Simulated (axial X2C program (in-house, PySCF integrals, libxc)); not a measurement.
**Levels of YCl⁻ by electron attachment to YCl (EOM-EA-CCSD)**

Calculated with an axial X2C code built on PySCF integrals: two-component X2C with atomic mean-field Coulomb and Gaunt terms, Gaussian nuclei, basis Y dyall-acv3z, Cl dyall-av3z with contracted cores.

R = 2.486 Å (1.045 times 2.379 Å, the PBE0 minimum at charge 0 for the lowest determinant).

Levels of YCl⁻ obtained by attaching an electron to YCl:

| Ω | binding energy (eV) | above lowest (cm⁻¹) | attached spinor | one-particle weight |
| --- | --- | --- | --- | --- |
| 1/2 | 0.296 | 0 | 70% Y pπ, 21% Y dπ | 0.92 |
| 3/2 | 0.259 | 303 | 75% Y pπ, 22% Y dπ | 0.92 |
| 1/2 | 0.203 | 754 | 50% Y pσ, 37% Y dσ | 0.93 |
| 3/2 | 0.017 | 2252 | 98% Y dδ | 0.87 |
| 5/2 | -0.187 | 3895 | 98% Y dδ | 0.86 |
| 1/2 | -0.302 | 4828 | 60% Y sσ, 33% Y pσ | 0.98 |
| 1/2 | -0.356 | 5261 | 94% Y pπ | 0.98 |
| 3/2 | -0.361 | 5300 | 94% Y pπ | 0.98 |
| 1/2 | -0.390 | 5535 | 63% Y pσ, 33% Y sσ | 0.99 |

Problem. Take the first Ω = 1/2 and Ω = 3/2 rows of π character: how far apart are they, and which lies lower?

Solution. E(3/2) − E(1/2) = 303 − 0 = 303 cm⁻¹ at EOM-EA-CCSD: regular, Ω = 1/2 lower. Splittings at this level can be off by ten to twenty per cent.

Negative binding energies belong to unbound states, resonances or levels that the basis set holds; within some tenths of an eV of zero the sign is not settled.

This point took 25 s on 1 thread of Arm Neoverse V1, with other jobs on the host.

Reference electrons by ω block (each with its −ω partner): 1/2: 20, 3/2: 7, 5/2: 1. 18 electrons of YCl correlated (inner shells frozen), 84 natural virtual spinors (a truncated set); levels can be off by some tenths of an eV. Roots sought by Ω: (1/2: 5, 3/2: 4, 5/2: 2, 7/2: 1); rows need 60 % one-particle weight and stop where some Ω has no more roots. Missing are any skipped roots, higher Ω and states of a further excitation; these come out far too high here and may in truth be low or lowest. T1 of the reference 0.013 (Lee–Taylor). Number of frozen shells: Y 3 s, 2 p, 1 d; Cl 2 s, 1 p.
